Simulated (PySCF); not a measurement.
## Working out the ionisation energy of S²⁺

S²⁺ [Ne] 3s2 3p2 (3P) → S³⁺ [Ne] 3s2 3p1 (2P). Computed with PySCF 2.14 in aug-cc-pVTZ-DK, with the spin-free X2C one-electron Hamiltonian (Gaussian nucleus). Frozen: [Ne]. Energies in hartree (1 hartree = 27.21139 eV):

```json
{"part": "UHF", "S²⁺ (lower)": "-397.417119", "S³⁺ (upper)": "-396.162171"}
{"part": "MP2 opposite-spin", "S²⁺ (lower)": "-0.056500", "S³⁺ (upper)": "-0.047022"}
{"part": "MP2 same-spin", "S²⁺ (lower)": "-0.011189", "S³⁺ (upper)": "-0.003130"}
```

Problem. What does Hartree-Fock give?

Solution. (-396.162171) − (-397.417119) = 1.254948 hartree = 34.149 eV.

Problem. What do MP2 and SCS-MP2 (6/5 opposite-spin, 1/3 same-spin) give?

Solution. The opposite-spin parts differ by 0.258 eV and the same-spin parts by 0.219 eV. MP2: 34.149 + (0.258) + (0.219) = 34.626 eV. SCS-MP2: 34.149 + 1.2 × (0.258) + (0.219)/3 = 34.532 eV.

A first-order spin-orbit estimate adds -0.009 eV to MP2 (valence), giving 34.617 eV against 34.86 ± 0.04 eV (semi-empirical (NIST evaluation); NIST Atomic Spectra Database, ionization energies).

What remains against the reference includes basis incompleteness, the frozen core and correlation beyond second order.
